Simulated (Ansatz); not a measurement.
Start from `S[SiH2]C[SeH]` and change one atom or group to get `N[SiH2]C[SeH]`.

Ansatz, PBE0-D4/def2-TZVP geometries, multiplicity 1. Each molecule was computed in one conformer, which needn't be the lowest.

Scalar relativity is left out up to krypton.

```
                             property  `S[SiH2]C[SeH]`
  HOMO energy (B3LYP/def2-TZVPP) / eV            -6.50
LUMO energy (ωB97M-V/def2-TZVPP) / eV             1.56
   LUMO energy (PBE0/def2-TZVPP) / eV            -0.23
  HOMO–LUMO gap (PBE/def2-TZVPP) / eV             4.48
HOMO energy (ωB97M-V/def2-TZVPP) / eV            -8.94
 HOMO–LUMO gap (PBE0/def2-TZVPP) / eV             6.52
```

(1) Give the same properties after the change, and the shifts. (An estimate is asked.)

## Answers

(1) Ansatz gave: 
```tsv
property	`N[SiH2]C[SeH]`	shift
HOMO energy (B3LYP/def2-TZVPP) / eV	-6.32	0.18
LUMO energy (ωB97M-V/def2-TZVPP) / eV	1.71	0.15
LUMO energy (PBE0/def2-TZVPP) / eV	-0.08	0.15
HOMO–LUMO gap (PBE/def2-TZVPP) / eV	4.42	-0.06
HOMO energy (ωB97M-V/def2-TZVPP) / eV	-8.73	0.21
HOMO–LUMO gap (PBE0/def2-TZVPP) / eV	6.46	-0.06
```

B3LYP here is the variant with VWN-RPA as its local correlation; programs differ in this.

Spin–orbit coupling is left out; it splits and shifts lone-pair levels of the heavy atoms by tenths of an eV.
